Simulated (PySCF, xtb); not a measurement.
C₂H₇NOSi, SMILES OC/C=N/[SiH3]. One conformer was computed; it need not be the lowest.

Harmonic wavenumbers (cm⁻¹) from GFN2-xTB in xtb 6.7.1 at its own minimum, in rising order: 51, 126, 153, 156, 321, 350, 412, 558, 598, 741, 755, 789, 806, 865, 956, 1046, 1101, 1134, 1264, 1311, 1341, 1430, 1773, 2203, 2282, 2289, 2813, 2886, 2945, 3546.

Q: What does PBE0-D3(BJ)/def2-SVP (PySCF) give at its own minimum? (Estimate from the structure and the level; the computed values follow.)

A: 72, 129, 166, 178, 360, 372, 435, 686, 704, 783, 854, 940, 942, 951, 1041, 1102, 1147, 1197, 1326, 1383, 1398, 1454, 1804, 2186, 2248, 2250, 2957, 3036, 3096, 3882. Paired by order, the mean absolute difference is 75 cm⁻¹ and the zero-point energies are 52.9 and 55.9 kcal/mol.
